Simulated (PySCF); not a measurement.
Species: C₃H₁₁FOSi₂.
Atom-mapped SMILES: `[CH3:1][CH:2]([CH3:3])[SiH2:4][O:5][SiH2:6][F:7]` (hydrogens: H8, H9, H10 on C1; H11 on C2; H12, H13, H14 on C3; H15, H16 on Si4; H17, H18 on Si6)

Structure used (PBE0-D3(BJ)/def2-SVP), in Å, numbered top down from 1:
```
atom  x, y, z in Å
C1    -2.916   -0.410   -0.726
C2    -1.541    0.221   -0.506
C3    -1.425    0.894    0.861
Si4   -0.207   -1.080   -0.771
O5     1.320   -0.441   -0.576
Si6    2.482    0.644   -0.220
F7     1.786    2.019    0.303
H8    -3.715    0.344   -0.630
H9    -3.122   -1.195    0.021
H10   -3.013   -0.867   -1.724
H11   -1.376    0.986   -1.289
H12   -1.500    0.156    1.679
H13   -2.238    1.624    1.009
H14   -0.472    1.430    0.973
H15   -0.371   -2.190    0.218
H16   -0.289   -1.639   -2.154
H17    3.254    0.983   -1.440
H18    3.339    0.138    0.882
```

Computed with PySCF at PBE0/pcSseg-1 and CAM-B3LYP/def2-SVPD, non-relativistic, on one gas-phase PBE0-D3(BJ)/def2-SVP geometry that isn't relaxed in the solvent. The solvent is an IEF-PCM continuum (cavity from Bondi-type radii × 1.2). Specific hydrogen bonds and non-electrostatic terms are outside this model.

Gas phase at PBE0/pcSseg-1: HOMO -8.08 eV, LUMO 0.60 eV, dipole 0.76 D.

Problem. What does the continuum do to the energy, the frontier levels and the dipole at PBE0/pcSseg-1 in benzene?

Solution. 
```
solvent      ε  E(solvent) − E(gas) (kcal/mol)  polarisation term (kcal/mol)  distortion of the solute (kcal/mol)  HOMO (eV)  LUMO (eV)  dipole (D)
benzene  2.271                           -0.84                         -0.87                                 0.03      -7.98       0.67        0.83
```

Polarisation term: ½ Σ q·V over the induced surface charges. Distortion: the rise of the solute's own energy as its density leaves the gas-phase optimum.

Problem. Give the dipole vector in the frame of the coordinates (D, pointing from negative to positive charge), gas and benzene.

Solution. Gas (-0.39, -0.54, -0.36), solvent (-0.42, -0.59, -0.41). Its length changes by +9 % and its direction by less than 1°.

Problem. Which IAO charges (PBE0/pcSseg-1) respond most in benzene (means over atoms taken as equivalent)?

Solution. 
```tsv
atoms	environment	gas (e)	solvent (e)	change
F7	silicon-bound fluorine	-0.536	-0.540	-0.004
H11	methine hydrogen	+0.138	+0.140	+0.002
H17/H18	Si–H hydrogen	-0.160	-0.159	+0.001
H15/H16	Si–H hydrogen	-0.145	-0.147	-0.002
C1/C3	methyl carbon	-0.407	-0.409	-0.002
Si4	oxygen-bound silicon	+0.991	+0.992	+0.001
O5	siloxane oxygen	-0.867	-0.868	-0.001
H8 (×6)	methyl hydrogen	+0.137	+0.137	0.000
```

Problem. Which Mayer bond orders change most in benzene?

Solution. 
```
   bond  length (Å)    gas  solvent  change
 Si6–F7       1.627  0.888    0.878  -0.010
 C2–Si4       1.882  0.888    0.890  +0.002
 Si4–O5       1.667  0.854    0.852  -0.002
Si6–H17       1.484  0.905    0.907  +0.002
Si6–H18       1.484  0.905    0.907  +0.002
 O5–Si6       1.628  0.991    0.992  +0.001
 C1–H10       1.102  0.963    0.962  -0.001
 C2–H11       1.106  0.928    0.927  -0.001
```

Problem. How do the nuclear quadrupole coupling constants eQVzz/h respond in benzene?

Solution. 
| nucleus | Q (barn) | gas (MHz) | solvent (MHz) | η gas | η solvent |
| --- | --- | --- | --- | --- | --- |
| 17O at O5 | -0.0256 | -6.94 | -6.93 | 0.21 | 0.21 |

Gas phase at CAM-B3LYP/def2-SVPD: HOMO -9.41 eV, LUMO 1.06 eV, dipole 0.79 D.

Problem. What does the continuum do to the energy, the frontier levels and the dipole at CAM-B3LYP/def2-SVPD in benzene?

Solution. 
```tsv
solvent	ε	E(solvent) − E(gas) (kcal/mol)	polarisation term (kcal/mol)	distortion of the solute (kcal/mol)	HOMO (eV)	LUMO (eV)	dipole (D)
benzene	2.271	-0.83	-0.87	0.04	-9.31	1.13	0.87
```

Problem. How does the static polarisability (CAM-B3LYP/def2-SVPD, frozen core, with the continuum's full static response) change?

Solution. 
```csv
medium,isotropic (au),principal values (au),⟨r²⟩ of the electrons (bohr²)
gas,90.3,"80.9, 88.7, 101.4",1499.7
benzene,101.6,"92.5, 100.7, 111.7",1499.6
```

The isotropic value in benzene is 1.13 times the gas-phase one; no cavity-field correction is applied. ⟨r²⟩ is taken about the centre of nuclear charge.
